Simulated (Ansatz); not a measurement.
(ClAlO)4 cubane (Al₄Cl₄O₄): single points at one geometry.

```yaml
crystal:
  periodic: [false, false, false]
  atoms:
    - {symbol: Al, position_ang: [-0.760912, -1.148030, -0.862920]}
    - {symbol: Cl, position_ang: [-1.736438, -2.619743, -1.968545]}
    - {symbol: O, position_ang: [-1.358056, 0.601800, -0.611709]}
    - {symbol: Al, position_ang: [-0.965061, 0.497589, 1.209382]}
    - {symbol: Cl, position_ang: [-2.201775, 1.136401, 2.759361]}
    - {symbol: O, position_ang: [-0.347974, -1.244654, 0.954197]}
    - {symbol: Al, position_ang: [1.373972, -0.608899, 0.618891]}
    - {symbol: Cl, position_ang: [3.134965, -1.389310, 1.412526]}
    - {symbol: O, position_ang: [0.953873, -0.491916, -1.195330]}
    - {symbol: Al, position_ang: [0.351989, 1.259265, -0.965313]}
    - {symbol: Cl, position_ang: [0.803308, 2.872791, -2.203392]}
    - {symbol: O, position_ang: [0.752118, 1.134725, 0.852852]}
basis:
  gaussian: {orbitals: def2-SVP, initial_orbitals: start.molden}
hamiltonian: {xc: pbe, dispersion: d4}
scf: {omitted_lower_state_checks: [starts]}
output: {orbitals: {seedname: orbitals}}
```

The file start.molden holds the orbitals of an earlier run on this structure, at another level or in another basis.

```sh
$ ansatz run in.yaml --threads 4 --pin off --events-out ev --progress --plain --max-ram 6963MiB
```

It prints (some lines left out):

```
Functional definition: PBE
2124 factors; their error is unknown
mean field evaluation 1: about -84614.2265 eV, gradient 1.6e1 eV
mean field evaluation 2: about -84614.7272 eV, gradient 3.9e-1 eV
mean field evaluation 4: about -84614.5549 eV, gradient 1.4e-1 eV
mean field evaluation 8: about -84614.5549 eV, gradient 9.4e-6 eV
mean field -84614.55494922 eV, -3109.5275405786 hartree, gradient 9.4e-6 eV, S^2 0.000000; 0 other end points of the search recorded, 0 dependent functions left out
reference -84614.55500204 eV, -3109.5275425197 hartree; 76, 76 occupied and 124, 124 virtual orbitals, 2124 factors
Total energy: -84615.28980052 eV, -3109.5545458657 hartree
Checks for a lower state left out: starts
```

It took 6 s on 4 threads of Arm Neoverse V1 on a shared host.

First input, but with `gaussian: {orbitals: def2-TZVP, initial_orbitals: start.molden}`, `output: {forces: true, orbitals: {seedname: orbitals}}` (abridged; 16 s):

```
Functional definition: PBE
mean field -84651.15264088 eV, -3110.8724809401 hartree, gradient 1.7e-5 eV, S^2 0.000000
Total energy: -84651.88750111 eV, -3110.8994865555 hartree
Atom 0 force     0.240848     0.363772     0.273991 eV/Å
Atom 1 force     0.075810     0.114301     0.085587 eV/Å
Atom 2 force     0.166066    -0.073709     0.074817 eV/Å
Atom 3 force     0.305950    -0.156567    -0.383639 eV/Å
Atom 4 force     0.095775    -0.050063    -0.120119 eV/Å
Atom 5 force     0.042749     0.152192    -0.116539 eV/Å
Atom 6 force    -0.435695     0.193203    -0.196051 eV/Å
Atom 7 force    -0.136610     0.060530    -0.061774 eV/Å
Atom 8 force    -0.116632     0.059781     0.146438 eV/Å
Atom 9 force    -0.111350    -0.399654     0.305034 eV/Å
Atom 10 force    -0.035080    -0.124882     0.096432 eV/Å
Atom 11 force    -0.091832    -0.138905    -0.104178 eV/Å
Dipole moment:     0.000011    -0.000096     0.000058 e Å
Checks for a lower state left out: starts
```

Geometry: PBE-D4/def2-SVP.
